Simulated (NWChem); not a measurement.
System meant: tin monoxide (SnO, singlet); SMILES [O]=[Sn]

The following NWChem deck was run.

```
start job
memory heap 200 mb stack 900 mb global 1100 mb
geometry units angstroms noautoz
  Sn     0.000000     0.000000     0.266182
  O      0.000000     0.000000    -1.572318
end
basis spherical
  * library def2-svp
end
ecp
  Sn library def2-ecp
end
dft
  odft
  mult 2
  xc pbe0
  iterations 150
  mulliken
end
task dft energy
```

End of the output:

```
 Summary of "ao basis" -> "" (spherical)
 ------------------------------------------------------------------------------
       Tag                 Description            Shells   Functions and Types
 ---------------- ------------------------------  ------  ---------------------
 *                          def2-svp                  on all atoms

                                 NWChem DFT Module
                                 -----------------

 Summary of "ao basis" -> "ao basis" (spherical)
 ------------------------------------------------------------------------------
       Tag                 Description            Shells   Functions and Types
 ---------------- ------------------------------  ------  ---------------------
 Sn                         def2-svp                10       26   4s4p2d
 O                          def2-svp                 6       14   3s2p1d

 Summary of "ao basis" -> "ao basis" (spherical)
 ------------------------------------------------------------------------------
       Tag                 Description            Shells   Functions and Types
 ---------------- ------------------------------  ------  ---------------------
 Sn                         def2-svp                10       26   4s4p2d
 O                          def2-svp                 6       14   3s2p1d

      Symmetry analysis of basis
      --------------------------

        a1         16
        a2          0
        b1          3
        b2          3
        e          18

  number of electrons :                   30
  multiplicity        :                    2
 ------------------------------------------------------------------------
  no. of electrons and multiplicity not compatible                  30
 ------------------------------------------------------------------------
 ------------------------------------------------------------------------
  current input line :
    20: task dft energy
 ------------------------------------------------------------------------
 ------------------------------------------------------------------------
 There is an error in the input file
 ------------------------------------------------------------------------
 For more information see the NWChem manual at https://nwchemgit.github.io

0: no. of electrons and multiplicity not compatible:Received an Error in Communication
```

Task: Find the fault in this run and fix the input.

Result: The input was rejected before any calculation. Cause: the multiplicity doesn't fit the number of electrons (an even count wants an odd multiplicity, and the reverse). This input runs:
```
start job
memory heap 200 mb stack 900 mb global 1100 mb
geometry units angstroms noautoz
  Sn     0.000000     0.000000     0.266182
  O      0.000000     0.000000    -1.572318
end
basis spherical
  * library def2-svp
end
ecp
  Sn library def2-ecp
end
dft
  xc pbe0
  iterations 150
  mulliken
end
task dft energy
```
It converges to -289.36356 Ha (PBE0/def2-SVP with def2 effective core potentials on Sn).
